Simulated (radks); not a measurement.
Task: The table gives one normalised radial function P(r) = r R(r) of Ru4+ in [Ar] 3d10 4s2 4d(up 2.5, down 2.5) 4p(up 3, down 2) (r in bohr). All-electron calculation, scalar-relativistic Kohn-Sham, PBEsol, spin-polarised, spherical densities, finite nucleus; Fermi nuclear charge, rms radius 4.4809 fm. Program: a radial shooting solver on a logarithmic mesh with Libxc functionals.

| r | P |
|---|---|
| 0.001936 | 0.0715 |
| 0.002521 | 0.0893 |
| 0.003283 | 0.1106 |
| 0.004274 | 0.1354 |
| 0.005566 | 0.1633 |
| 0.00719 | 0.1919 |
| 0.009362 | 0.2204 |
| 0.01219 | 0.2430 |
| 0.01587 | 0.2524 |
| 0.02067 | 0.2385 |
| 0.02691 | 0.1894 |
| 0.03505 | 0.0952 |
| 0.04563 | -0.0454 |
| 0.05942 | -0.2141 |
| 0.07737 | -0.3636 |
| 0.1007 | -0.4176 |
| 0.1312 | -0.2992 |
| 0.1695 | -0.0019 |
| 0.2207 | 0.3898 |
| 0.2873 | 0.6373 |
| 0.3741 | 0.5048 |
| 0.4872 | -0.0389 |
| 0.6344 | -0.7220 |
| 0.826 | -1.1380 |
| 1.076 | -1.0759 |
| 1.401 | -0.6899 |
| 1.824 | -0.3004 |
| 2.375 | -0.0841 |
| 3.092 | -0.0138 |
| 4.026 | -0.0011 |

Which n and l does it have? It may be an empty orbital.

Result: n = 4, l = 0: the number of nodes gives n - l - 1 = 3, the rise at small r (about r^(l+1), flatter next to the nucleus through relativity) gives l, and the extent must fit the shell. The curve is that of 4s down; the table hardly tells the two spins apart. 4s down: eigenvalue -128.04 eV, 3 radial nodes at r = 0.0422, 0.170, 0.480 bohr, <r> = 1.00 bohr, 90 % of the charge inside 1.45 bohr.
